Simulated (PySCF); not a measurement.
**Dipole response of O²⁺ (oxygen, charge +2)**

[He] 2s2 2p2, high-spin 3P determinant. Computed with PySCF 2.14 in def2-QZVPPD, with no relativity, point nucleus. Coupled (time-dependent) response in atomic units; α is the mean over directions.

```
method  mean α (bohr³)         α xx, yy, zz  C₆ (like pair)  S(−4)
   UHF           1.801  1.919, 1.742, 1.742           2.352  3.675
   PBE           1.744  1.862, 1.685, 1.685           2.333  2.819
  PBE0           1.743  1.863, 1.683, 1.683           2.318  2.900
 HSE06           1.745  1.864, 1.685, 1.685           2.320  2.911
```

S(−4) is the Cauchy moment in α(ω) = α(0) + S(−4) ω² + …

α(iu) at PBE0:

```json
{"u (hartree)": "0", "α(iu) (bohr³)": "1.743"}
{"u (hartree)": "0.0500", "α(iu) (bohr³)": "1.736"}
{"u (hartree)": "0.100", "α(iu) (bohr³)": "1.715"}
{"u (hartree)": "0.200", "α(iu) (bohr³)": "1.639"}
{"u (hartree)": "0.300", "α(iu) (bohr³)": "1.534"}
{"u (hartree)": "0.500", "α(iu) (bohr³)": "1.304"}
{"u (hartree)": "0.750", "α(iu) (bohr³)": "1.053"}
{"u (hartree)": "1.00", "α(iu) (bohr³)": "0.8616"}
{"u (hartree)": "1.50", "α(iu) (bohr³)": "0.6028"}
{"u (hartree)": "2.00", "α(iu) (bohr³)": "0.4419"}
{"u (hartree)": "3.00", "α(iu) (bohr³)": "0.2630"}
{"u (hartree)": "5.00", "α(iu) (bohr³)": "0.1221"}
```

A single London oscillator, α(iu) = α/(1 + u²/ω²), gives C₆ = (3/4) ω α². Matching the computed C₆ needs ω = 4 × 2.318 / (3 × 1.743²) = 1.02 hartree.

For an ion, C₆ is the dispersion term alone; charge-induced terms of lower order in 1/R come first.

The components differ because the open shell of this determinant is not spherical; for a pure term their mean is the scalar polarisability.
